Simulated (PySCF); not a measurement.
A structure optimised at B3LYP-D3(BJ)/def2-SVP, used in a PySCF frequency run:

```xyz
11

Sn     0.2460    -0.0194     0.0000
C     -0.4624     0.9194     1.8084
C     -0.4624     0.9194    -1.8084
F     -0.5754    -1.8009     0.0000
H      1.9413    -0.3373     0.0000
H      0.0123     1.9041     1.9325
H     -0.2181     0.2882     2.6744
H     -1.5524     1.0478     1.7476
H     -0.2181     0.2882    -2.6744
H      0.0123     1.9041    -1.9325
H     -1.5524     1.0478    -1.7476
```
Charge 0, spin multiplicity 1.

Write its SMILES, formula and point group.

[CH3][SnH]([CH3])[F], C2H7FSn, Cs

What are its rotational constants (standard atomic weights)?

4.2631, 3.7874, 2.5467 GHz
